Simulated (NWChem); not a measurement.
The numbers come from NWChem runs, not from measurements. System: hydrogen selenide (H₂Se), charge 0, spin multiplicity 1, at a geometry optimised with PBE/def2-SVP. Level: G0W0@PBE/def2-TZVP, RI basis def2-tzvp-rifit.

NWChem printed:

```
             Northwest Computational Chemistry Package (NWChem) 7.3.0
             --------------------------------------------------------

                                NWChem Input Module
                                -------------------

 Scaling coordinates for geometry "geometry" by  1.889725989
 (inverse scale =  0.529177249)

 Turning off AUTOSYM since
 SYMMETRY directive was detected!

                             Geometry "geometry" -> ""
                             -------------------------

 Output coordinates in angstroms (scale by  1.889725989 to convert to a.u.)

  No.       Tag          Charge          X              Y              Z
 ---- ---------------- ---------- -------------- -------------- --------------
    1 Se                  34.0000     0.00000000     0.00000000    -0.05798100
    2 H                    1.0000     1.05391800     0.00000000     0.98567400
    3 H                    1.0000    -1.05391800     0.00000000     0.98567400

 Effective nuclear repulsion energy (a.u.)      24.5117224838

            Nuclear Dipole moment (a.u.)
            ----------------------------
        X                 Y               Z
 ---------------- ---------------- ----------------
     0.0000000000     0.0000000000    -0.0000113384

      Symmetry information
      --------------------

 Group name             C2v
 Group number             16
 Group order               4
 No. of unique centers     2

      Symmetry unique atoms

     1    2


 Summary of "ao basis" -> "" (spherical)
 ------------------------------------------------------------------------------
       Tag                 Description            Shells   Functions and Types
 ---------------- ------------------------------  ------  ---------------------
 *                         def2-tzvp                  on all atoms

 new library libraries.bse/

 Summary of "ri basis" -> "" (spherical)
 ------------------------------------------------------------------------------
       Tag                 Description            Shells   Functions and Types
 ---------------- ------------------------------  ------  ---------------------
 *                      def2-tzvp-rifit               on all atoms

  pbe96 is a nonlocal functional; adding pw91lda local functional.

                                 NWChem DFT Module
                                 -----------------

 Summary of "ao basis" -> "ao basis" (spherical)
 ------------------------------------------------------------------------------
[...]
  ----- ------------  ---------------      ----- ------------  ---------------
    51     -0.792502  2 H  s                 57      0.792502  3 H  s
    16      0.773264  1 Se px                19     -0.744599  1 Se px
    50      0.340610  2 H  s                 56     -0.340610  3 H  s
    40     -0.208854  1 Se d  1              10     -0.146339  1 Se px
    25      0.066508  1 Se d  1              13      0.054980  1 Se px

 center of mass
 --------------
 x =   0.00000000 y =   0.00000000 z =  -0.06045026

 moments of inertia (a.u.)
 ------------------
           7.644933205458           0.000000000000           0.000000000000
           0.000000000000          15.640079932242           0.000000000000
           0.000000000000           0.000000000000           7.995146726783

     Multipole analysis of the density
     ---------------------------------

     L   x y z        total         alpha         beta         nuclear
     -   - - -        -----         -----         ----         -------
     0   0 0 0     -0.000000    -18.000000    -18.000000     36.000000

     1   1 0 0      0.000000      0.000000      0.000000      0.000000
     1   0 1 0     -0.000000     -0.000000     -0.000000      0.000000
     1   0 0 1      0.284863      0.142437      0.142437     -0.000011

     2   2 0 0    -13.045111    -10.489091    -10.489091      7.933070
     2   1 1 0      0.000000      0.000000      0.000000      0.000000
     2   1 0 1      0.000000      0.000000      0.000000      0.000000
     2   0 2 0    -16.689941     -8.344971     -8.344971      0.000000
     2   0 1 1     -0.000000     -0.000000     -0.000000      0.000000
     2   0 0 2    -13.811818    -10.579476    -10.579476      7.347135

 Task  times  cpu:        3.7s     wall:        3.7s

                                NWChem Input Module
                                -------------------

                                 NWChem GW Module
                                 ----------------

                             ***********************
                             ***        GW       ***
                             ***********************

 Summary of "ri basis" -> "ri basis" (spherical)
 ------------------------------------------------------------------------------
       Tag                 Description            Shells   Functions and Types
 ---------------- ------------------------------  ------  ---------------------
 Se                     def2-tzvp-rifit             37      159   10s9p8d5f4g1h
 H                      def2-tzvp-rifit              7       15   4s2p1d

                 Memory Information
                 ------------------
          Available GA per process is          1700.0 MBs
          Available stack per process is        700.0 MBs
          Available heap per process is           0.0 MBs

          Peak memory in Initialization
              Peak GA per process is                  2.0 MBs
              Peak stack per process is               0.0 MBs
              Peak heap per process is                2.3 MBs
              Memory not in MA per process            0.0 MBs

          Peak memory in AFF Calculation
              Peak GA per process is                  7.1 MBs
              Peak stack per process is               4.4 MBs
              Peak heap per process is                0.0 MBs
              Memory not in MA per process            4.4 MBs

          Computing 2-center integrals
          Computing Inverse Cholesky factor
          Computing 3-center integrals
          Computing V_xc ...

          Computing Sigma_x
          Computing RPA polarizability
          Solving quasiparticle equations

                  Alpha Orbitals
          State     Energy (eV)     Error (eV)
          -----------------------------------
@GW        15        -20.571           0.001
@GW        16        -13.946           0.003
@GW        17        -12.251           0.002
@GW        18         -9.201           0.002
@GW        19          2.367           0.002
@GW        20          2.536           0.002

   Applying  -3.2964 eV scissor-shift to rest of particle states

   Applying   3.2997 eV scissor-shift to rest of hole states

     GW Timing Statistics
   ------------------------
   Init.   :          0.1s
     ERIs  :          0.1s
     Distr.:          0.0s
     Vxc   :          0.0s
   Sigma_x :          0.0s
   RPA     :          0.1s
   Wmn     :          0.0s
   Sigma_c :          0.0s
   GW total:          0.3s

 Task  times  cpu:        0.3s     wall:        0.3s

 Total times  cpu:        4.0s     wall:        4.0s
```

### Question
Write an NWChem input that would produce this output.

### Answer
One answer among several that fit: 
```
start mol
memory heap 200 mb stack 700 mb global 1700 mb
geometry units angstroms nocenter noautoz
  Se     0.000000     0.000000    -0.057981
  H      1.053918     0.000000     0.985674
  H     -1.053918     0.000000     0.985674
  symmetry group C2v
end
basis spherical
  * library def2-tzvp
end
basis "ri basis" bse spherical
  * library def2-tzvp-rifit
end
dft
  xc xpbe96 cpbe96
  iterations 100
  direct
  tolerances tight
end
task dft energy
gw
  states alpha occ 4 vir 2
end
task dft gw
```
